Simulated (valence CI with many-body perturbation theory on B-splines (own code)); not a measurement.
Hyperfine factors and g values of Ni22+

Computed by relativistic CI+MBPT: four valence electrons over a frozen Dirac-Fock core [He], a basis of 11 s, 11 p, 10 d, 8 f, 5 g, 2 h functions for each j, with the one-electron correlation potential Σ1 (screened to all orders), the two-electron term Σ2, the three-electron term Σ3, Breit, model QED; selected single and double excitations, second order for the rest, scaled by the run's own slope (own B-spline code, finite nucleus).

No measured levels were compared; by estimate levels of excited configurations hold to 0.05 to 0.15 % of their energy, terms of the ground configuration to about 0.5 %. Among the levels kept, up to 1100 cm⁻¹ of a level comes from second order outside the variational space, and about a tenth of that is noise between levels of different J, which matters for small intervals.

A/g_I is the dipole constant over the nuclear g factor μ/I (μ in nuclear magnetons, uniformly magnetised nucleus), B/Q the quadrupole constant per barn. Both hold the static response of the core; the bare values leave it out. Large factors of s and p1/2 electrons are usually good to 5 to 10 %; those of open d and f shells near neutrality can be off by tens of per cent, and small factors of p3/2, d and f electrons come from cancelling terms and can be off by a factor of two or in sign, in half-filled shells by more. B is blank for J = 1/2, where it vanishes, and for nearly pure S terms. Energies count from the lowest level. Levels with J = 0 are left out.

Names give the largest LS component (configuration and term), which can be under half, so a name can repeat, a term be missing and a line seem to break the LS rules; names also repeat where a configuration has a term twice. Letters in brackets count levels of one name in rising energy.

```tsv
Level	E (Ry)	g	A/g_I (MHz)	A/g_I bare	B/Q (MHz/b)	B/Q bare
2s²2p² ³P_1	1.000	1.497	-3500	-528	33200	33400
2s²2p² ³P_2	1.476	1.339	65800	67500	-5860	-5870
2s²2p² ¹D_2	2.959	1.152	46500	47400	71700	72000
2s2p³ ⁵S°_2	5.341	1.966	154000	156000		
2s2p³ ³D°_1	8.149	0.693	-78600	-75800	56000	56300
2s2p³ ³D°_2	8.200	1.247	122000	121000	90100	90400
2s2p³ ³D°_3	8.576	1.329	159000	158000	-219	-230
2s2p³ ³P°_1	9.829	1.353	171000	169000	-56900	-57100
2s2p³ ³P°_2	10.069	1.379	116000	116000	-86100	-86400
2s2p³ ³S°_1	11.400	1.751	-39400	-31800	2710	2730
2s2p³ ¹D°_2	11.894	1.061	102000	101000	-8020	-8030
2s2p³ ¹P°_1	13.319	1.187	-22000	-17800	-1240	-1260
2p⁴ ³P_2	16.995	1.431	30000	34200	40400	40600
2p⁴ ³P_1	18.219	1.497	-8460	-3360	-32400	-32500
2p⁴ ¹D_2	18.964	1.061	75800	76300	-106000	-106000
2s²2p3s ³P°_1	83.145	1.372	183000	180000	-8920	-8960
2s²2p3s ³P°_2	84.534	1.497	71100	71700	68000	68300
2s²2p3s ¹P°_1	84.765	1.119	7100	10000	42900	43100
2s²2p3p ³D_1	84.845	0.683	126000	124000	-2200	-2210
2s²2p3p ³P_1 [a]	85.505	1.381	-19900	-19300	7950	7970
2s²2p3p ³D_2	85.552	1.179	56500	56500	15700	15700
2s²2p3p ³P_1 [b]	86.588	1.195	32400	34300	15100	15200
2s²2p3p ³D_3	86.764	1.331	26200	27400	87200	87500
2s²2p3p ³P_2	86.808	1.334	43700	45100	26800	26900
2s²2p3p ³S_1	86.836	1.745	31200	33300	-11600	-11600
2s²2p3d ³F°_2	87.290	0.754	54400	53600	8290	8380
2s2p²3s ⁵P_1	87.373	2.424	290000	287000	-5730	-5750
2s²2p3p ¹D_2	87.480	1.148	35500	36100	43100	43200
2s²2p3d ³F°_3	87.720	1.115	33400	33200	3000	3090
2s²2p3d ³P°_2 [a]	87.759	1.224	-26700	-26500	-6710	-6680
2s²2p3d ³D°_1	87.910	0.772	-37300	-37100	-1010	-982
2s2p²3s ⁵P_2	88.064	1.815	162000	161000	66200	66400
```

Task: Take the isotope of mass number 61, with I = 3/2, μ = -0.74965 μN and Q = 0.162 b. What is the hyperfine structure of 2s²2p² ¹D_2?

Result: From the table A = -23300 MHz, B = 11600 MHz. Shifts from the centre of gravity in MHz: F = 1/2: 115000, F = 3/2: 69900, F = 5/2: 4400, F = 7/2: -67000.
